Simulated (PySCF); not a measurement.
Cl₂H₅NSi₂, SMILES N[SiH2][SiH](Cl)Cl. Atoms are numbered in the order given.

```xyz
10

Si     0.5490    -0.7226     0.0000
Cl     1.1879     0.3220     1.6956
Cl     1.1879     0.3220    -1.6956
Si    -1.7941    -0.5497     0.0000
N     -2.2250     1.1351     0.0000
H      1.2557    -2.0313     0.0000
H     -2.3386    -1.1967    -1.2267
H     -2.3386    -1.1967     1.2267
H     -1.9814     1.6718     0.8298
H     -1.9814     1.6718    -0.8298
```

The structure is a stationary point at B3LYP-D3(BJ)/def2-SVP. The structure was generated by enumeration, and PubChem lists no compound with its InChIKey, so it may never have been made. Other conformers were not sampled.

Two levels are set side by side: PBE/pcSseg-1 (PySCF) and PBE0/pcSseg-1 (PySCF). GIAO shifts against HCl (³⁵Cl), NH3 (¹⁵N), TMS (²⁹Si), TMS (¹H) at the same level; non-relativistic, no solvent, atoms listed together averaged. Without spin–orbit terms, shifts of atoms bonded to Cl or Br come out too high at both levels. Differences are taken from unrounded values.

```tsv
quantity	PBE0	PBE	PBE minus PBE0
δ(²⁹Si) of Si1 (ppm)	29.6	30.7	1.0
δ(³⁵Cl) of Cl2, Cl3 (ppm)	42.4	65.5	23.1
δ(²⁹Si) of Si4 (ppm)	-45.6	-47.7	-2.2
δ(¹⁵N) of N5 (ppm)	-7.5	-3.1	4.4
δ(¹H) of H6 (ppm)	6.30	6.60	0.30
δ(¹H) of H7, H8 (ppm)	5.05	5.20	0.15
δ(¹H) of H9, H10 (ppm)	0.36	0.28	-0.08
```

Rough cost on one machine, each run with all the roots and properties that it gave: PBE0 against PBE within a factor of 2.
